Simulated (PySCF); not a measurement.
Consider `[SH][Cr][SH]` (CrH2S2, quintet). Coordinates in Å; atoms count from 1 in this order:
```
Cr    0.0065   -0.0048   -0.0067
S    -0.1428    0.0362    2.2521
H     1.1270    0.5170    2.4201
S     0.1484   -0.0315   -2.2662
H    -1.1226   -0.5101   -2.4314
```

Computed at ωB97X-D3(BJ)/ma-def2-SVP // PBE-D3(BJ)/def2-SVP with PySCF (density fitting, grid level 2). Zero-point and thermal terms (298.15 K, 1 bar) come from unscaled GFN2-xTB harmonic frequencies, with soft modes damped to free rotors in the entropy. These were taken at the GFN2-xTB minima.

Problem. What are the vertical and the adiabatic ionisation energy for forming the quartet cation?

Solution. 9.24 eV vertical and 8.80 eV adiabatic, the latter with zero-point energy.

Problem. Where does the unpaired spin of the relaxed quartet cation sit?

Solution. Cr1 (Cr) 3.94, S4 (sulfur) -0.53, S2 (sulfur) -0.46 (intrinsic atomic orbital populations).

Caveats: ma-def2-SVP is a small basis, whose errors can reach tens of kJ/mol; spin-orbit coupling is left out of the energies, which matters for open shells on the heavier atoms; the product is spin contaminated.
